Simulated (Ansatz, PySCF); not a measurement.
Molecule: C$_{2}$H$_{2}$Cl$_{3}$, net charge 0, doublet state. It need not be the lowest isomer of its formula. 
Geometry from a B3LYP-D3(BJ)/def2-TZVP (Ansatz, a first-principles code) optimisation:
```
C
H 1 1.0837
C 1 1.4597 2 113.05
H 3 1.0787 1 121.88 2 -163.80
Cl 3 1.6994 4 117.22 1 164.12
Cl 1 1.7873 2 108.03 3 -122.14
Cl 1 1.8373 2 104.68 3 121.05
```
Charge 0, spin multiplicity 2.

Total electronic energies in hartree. Cores are frozen in the correlated levels unless marked. Open shells are spin-unrestricted. Spin-orbit coupling is left out. No relativistic terms. CBS(X,Y): correlation extrapolated as X^-3; Hartree-Fock from the larger set. [CCSD(T)-MP2]/basis is that difference in the basis named.

| level | program | energy (Eh) |
|---|---|---|
| HF/cc-pVTZ | Ansatz | -1455.43109 |
| HF/def2-TZVPD | PySCF | -1455.41116 |
| revPBE-D3(BJ)/def2-TZVPD | Ansatz + dftd3 | -1457.77811 |
| r2SCAN-D3(BJ)/def2-TZVPD | Ansatz + dftd3 | -1457.89727 |
| PBE0/def2-TZVPD | Ansatz | -1457.48341 |
| TPSSh-D4/def2-TZVPD | PySCF + dftd4 | -1458.09002 |
| HSE06-D4/def2-TZVPD | Ansatz + dftd4 | -1457.46234 |
| wB97M-V/def2-TZVPD | Ansatz | -1457.92625 |
| B2GP-PLYP-D4/def2-TZVPD | Ansatz + dftd4 | -1457.41173 |
| B2PLYP/def2-TZVPD | Ansatz | -1457.56380 |
| PBE-QIDH/def2-TZVPD | Ansatz | -1457.21328 |
| CCSD/6-31G | Ansatz | -1455.51058 |
| CCSD(T)/STO-3G | Ansatz | -1439.80135 |
| CCSD(T)/cc-pV(D+d)Z | Ansatz | -1456.11169 |
| RI-MP2/CBS(cc-pV(T+d)Z,cc-pV(Q+d)Z)+[CCSD(T)-MP2]/cc-pV(T+d)Z | Ansatz | -1456.5613 |

Totals of different functionals don't rank their quality; only differences between species are comparable.
